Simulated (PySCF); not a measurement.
PBE0-D3(BJ)/def2-SVP geometry optimisation, IEF-PCM water with PySCF 2.14 and geomeTRIC: [RuBr6]2-, charge -2, multiplicity 3. Start (model start, shaken):

```
7

Ru    0.0000    0.0045   -0.0041
Br   -0.0134   -0.0068    2.4651
Br    0.0009    0.0201   -2.4874
Br    2.4707    0.0073    0.0053
Br   -2.4784   -0.0140   -0.0004
Br    0.0104    2.4598   -0.0069
Br   -0.0285   -2.4993   -0.0276
```

```json
{"step": "0", "E − E(start) / kcal mol⁻¹": "0.00", "largest force / Eh bohr⁻¹": "0.00944"}
{"step": "1", "E − E(start) / kcal mol⁻¹": "-0.41", "largest force / Eh bohr⁻¹": "0.00206"}
{"step": "2", "E − E(start) / kcal mol⁻¹": "-0.40", "largest force / Eh bohr⁻¹": "0.00195"}
{"step": "3", "E − E(start) / kcal mol⁻¹": "-0.62", "largest force / Eh bohr⁻¹": "0.00074"}
{"step": "4", "E − E(start) / kcal mol⁻¹": "-0.63", "largest force / Eh bohr⁻¹": "0.00044"}
{"step": "5", "E − E(start) / kcal mol⁻¹": "-0.57", "largest force / Eh bohr⁻¹": "0.00354"}
{"step": "6", "E − E(start) / kcal mol⁻¹": "-0.75", "largest force / Eh bohr⁻¹": "0.00221"}
{"step": "7", "E − E(start) / kcal mol⁻¹": "-0.87", "largest force / Eh bohr⁻¹": "0.00254"}
{"step": "8", "E − E(start) / kcal mol⁻¹": "-0.87", "largest force / Eh bohr⁻¹": "0.00146"}
{"step": "9", "E − E(start) / kcal mol⁻¹": "-0.88", "largest force / Eh bohr⁻¹": "0.00131"}
{"step": "10", "E − E(start) / kcal mol⁻¹": "-0.89", "largest force / Eh bohr⁻¹": "0.00097"}
{"step": "11", "E − E(start) / kcal mol⁻¹": "-0.90", "largest force / Eh bohr⁻¹": "0.00039"}
```

The optimisation met its thresholds. End point:

```
7

Ru   -0.0062   -0.0049   -0.0074
Br   -0.1355   -0.2622    2.4781
Br    0.1222    0.2522   -2.4943
Br    2.4860   -0.1244    0.1148
Br   -2.4971    0.1198   -0.1322
Br    0.1184    2.4820    0.2644
Br   -0.1261   -2.4909   -0.2793
```

Metal–donor distances, start → end: Br2 2.469 → 2.502 Å, Br3 2.483 → 2.503 Å, Br4 2.471 → 2.498 Å, Br5 2.479 → 2.497 Å, Br6 2.455 → 2.505 Å, Br7 2.504 → 2.504 Å.

No frequencies were computed, so the end point may be a saddle point.

The job took 47 min on one thread of Arm Neoverse V1 (shared host), with 223 basis functions and a peak of 2.3 GiB, launched as `OMP_NUM_THREADS=1 python lf_run.py task.json out`.
